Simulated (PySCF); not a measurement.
Compound: C5H11N2Si (doublet state).
Structure used (GFN2-xTB), in Å, numbered top down from 1:
```xyz
19
C5H11N2Si angstrom
C      3.2311   -0.1781   -0.4857
C      1.8056   -0.5693   -0.1184
Si     0.5509    0.7472   -0.6706
N     -1.0081    0.2846   -0.0749
C     -1.5437   -1.0170   -0.0107
N     -2.8413   -0.8891    0.5287
C     -3.1559    0.4487    0.5262
C     -2.0587    1.1483    0.1889
H      3.3222   -0.0320   -1.5595
H      3.5106    0.7522    0.0031
H      3.9418   -0.9469   -0.1855
H      1.5730   -1.5274   -0.5862
H      1.7460   -0.7273    0.9601
H      0.6235    0.8536   -2.1430
H      0.7829    2.0691   -0.0786
H     -0.9135   -1.8000    0.3808
H     -3.5290   -1.6119    0.3944
H     -4.1310    0.7972    0.8039
H     -1.9160    2.2074    0.1347
```

The hyperfine couplings belong to this conformer and change with its torsions.

Identity: `CC[SiH2]N1[CH]NC=C1` [radical].

Computed with UKS B3LYP, pcH-1 on C H N Si, non-relativistic, mean-field spin-orbit, GIAO in PySCF 2.14.0. Isolated species at its GFN2-xTB geometry (one conformer only). Couplings are sensitive to structure, and on GFN2-xTB geometries they can be far from those on DFT ones. The SCF solution wasn't tested for stability.

Q: Break the g tensor into its mass correction, gauge correction and orbital-Zeeman/spin–orbit terms.

A: 
```
                    Δg (ppm)     1     2     3
relativistic mass correction  -193  -193  -193
            gauge correction     6    20    16
   orbital Zeeman/spin–orbit   -68   979  1476
                       total  -254   807  1299
```

So g = 2.00206, 2.00313, 2.00362 and g_iso = 2.00294; the tensor is rhombic: the two nearest values differ by 32 % of g3 − g1. Axes: g2 points within 15° of the N4–C8 bond.

Q: Average each term over the three axes. Which is largest in size?

A: The orbital-Zeeman/spin–orbit term 796, the mass correction -193 and the gauge correction 14 ppm, for a total of 617 ppm. The orbital-Zeeman/spin–orbit term is the largest in size. The mass correction is the same along every axis, so the anisotropy comes from the other two: their spans along these axes are 14 (gauge) and 1544 ppm (orbital Zeeman/spin–orbit).

Q: What effective moment and Curie constant follow for a powder?

A: With the mean of g² = 4.0118 and S(S+1) = 0.75: μ_eff = √(⟨g²⟩S(S+1)) = 1.735 μB and χT = 0.12505·⟨g²⟩·S(S+1) = 0.376 cm³ K/mol (cgs; spin-Hamiltonian part alone).

Q: In a frozen sample, at which fields do the three g values resonate at 9.5, 34, 94 and 263 GHz (hyperfine left aside), and which band first spreads them over more than twice a line width of 0.5 mT?

A: 
```tsv
band	GHz	B(g3) mT	B(g2) mT	B(g1) mT	spread mT
X	9.5	338.76	338.85	339.03	0.26
Q	34.0	1212.42	1212.72	1213.36	0.94
W	94.0	3351.98	3352.80	3354.58	2.60
J	263.0	9378.41	9380.72	9385.69	7.28
```

The spread grows in proportion to the frequency. W band is the first where it exceeds 1.0 mT.

The Mulliken spin populations are largest on C5 (+0.65), N6 (+0.15) and N4 (+0.12). The angles at C5 add up to 341.8°, so it is pyramidal.

The HOMO–LUMO gaps are 3.45 eV among the α and 5.90 eV among the β orbitals.

Time: 2.4 min of wall time (grids of density and orbitals included); peak memory 1.1 GiB. Hardware: one thread, Arm Neoverse V2 (aarch64), shared host with 96 logical CPUs at a one-minute load of 64.
